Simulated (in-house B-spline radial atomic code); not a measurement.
# OLYP excitations of Xe⁶⁺

Method: OLYP. Computed with an all-electron radial atomic-structure program (B-spline basis): linear response of the closed shell [Kr] 4d10 5s2 with the functional's adiabatic kernel; scalar-relativistic (spin-free one-electron X2C), finite nucleus, no spin-orbit coupling, no double excitations, S, P, D and F terms only; shells from n = 3 respond. Only terms of natural parity with L up to 3 were computed.

Command:
```bash
python run_td.py task.json out
```
Settings (radii: box in bohr, nucleus in fm):
```
Z                        54
electrons                48
configuration            [Kr] 4d10 5s2
hamiltonian              x2c
method                   optx,lyp
box_radius               14.35
rms_radius               4.7859
intervals                70
```

Time taken, with all properties: 2.7 s on 1 thread of Arm Neoverse N1, on a shared host.

The lowest states, in the order of their Tamm-Dancoff energies; the method's threshold (minus the highest occupied level) is 85.73 eV. Labels give the largest channel, * marks a mixed state, and oscillator strengths are full-response dipole values. Semilocal kernels can invert the small singlet-triplet splittings of Rydberg terms. Energies in eV:

| state | full response | Tamm-Dancoff | oscillator strength |
| --- | --- | --- | --- |
| 5s → 5p 3P | 13.034 | 13.247 | - |
| 5s → 5p 1P | 17.818 | 18.427 | 1.59 |
| 5s → 4f 3F | 31.57 | 31.67 | - |
| 5s → 4f 1F | 32.88 | 32.90 | - |
| 5s → 5d 3D | 34.58 | 34.65 | - |
| 5s → 5d 1D | 36.42 | 36.47 | - |
| 5s → 6s 3S | 42.78 | 42.79 | - |
| 5s → 6s 1S | 43.83 | 43.90 | - |
| 5s → 6p 3P | 48.51 | 48.53 | - |
| 5s → 6p 1P | 48.99 | 49.04 | 0.0979 |
| 5s → 5f 3F | 55.27 | 55.28 | - |
| 5s → 5f 1F | ? | ? | - |
| 5s → 6d 3D | 57.35 | 57.36 | - |
| 5s → 6d 1D | 57.74 | 57.75 | - |
| 5s → 7s 3S | ? | ? | - |
| 5s → 7s 1S | 61.39 | 61.41 | - |

Where does 5s → 5f 1F lie?

At 55.50 eV in full response, 55.52 eV in Tamm-Dancoff.

Where does 5s → 7s 3S lie?

At 61.05 eV in full response, 61.06 eV in Tamm-Dancoff.

How large is the singlet-triplet splitting of 5s → 5p (P terms) in Tamm-Dancoff?

5.18 eV, from the unrounded values.

What polarisabilities and dispersion coefficient does the method give?

Dipole 4.692 bohr³, quadrupole 7.546 bohr⁵, C6 15.42 hartree·bohr⁶ for two such species.
